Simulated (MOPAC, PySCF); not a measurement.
[Cd(F)(CH3)], neutral singlet in the gas phase. 

Cartesian coordinates (Å):
```xyz
6

Cd    -0.1006    -0.0097     0.0614
F      1.1578    -0.8086    -1.1931
C     -1.4504     0.8470     1.4066
H     -2.0149     0.0470     1.9236
H     -2.1560     1.4998     0.8569
H     -0.8966     1.4487     2.1531
```
Charge 0, spin multiplicity 1.

All levels are single points at this geometry (BP86-D3(BJ)/def2-SVP); Pople sets use spherical d functions. Orbital energies aren't observables, and empty levels follow the basis.

PM3 in MOPAC gives gap (eV) = 11.19.

Q: Estimate the gap (eV) from each of these levels: B3LYP-D3(BJ)/def2-TZVP in PySCF; TPSSh-D3(BJ)/def2-TZVP in PySCF; B3LYP/6-311+G** (LANL2DZ on Cd) in PySCF; B3LYP/6-31G* (LANL2DZ on Cd) in PySCF; B3LYP/LANL2DZ in PySCF; PBE/6-31G* (LANL2DZ on Cd) in PySCF; SVWN5/6-31G* (LANL2DZ on Cd) in PySCF; PM6 in MOPAC.

A: 
| level | gap (eV) |
|---|---|
| B3LYP-D3(BJ)/def2-TZVP in PySCF | 7.07 |
| TPSSh-D3(BJ)/def2-TZVP in PySCF | 6.56 |
| B3LYP/6-311+G** (LANL2DZ on Cd) in PySCF | 6.54 |
| B3LYP/6-31G* (LANL2DZ on Cd) in PySCF | 6.82 |
| B3LYP/LANL2DZ in PySCF | 6.70 |
| PBE/6-31G* (LANL2DZ on Cd) in PySCF | 5.24 |
| SVWN5/6-31G* (LANL2DZ on Cd) in PySCF | 5.25 |
| PM6 in MOPAC | 10.89 |
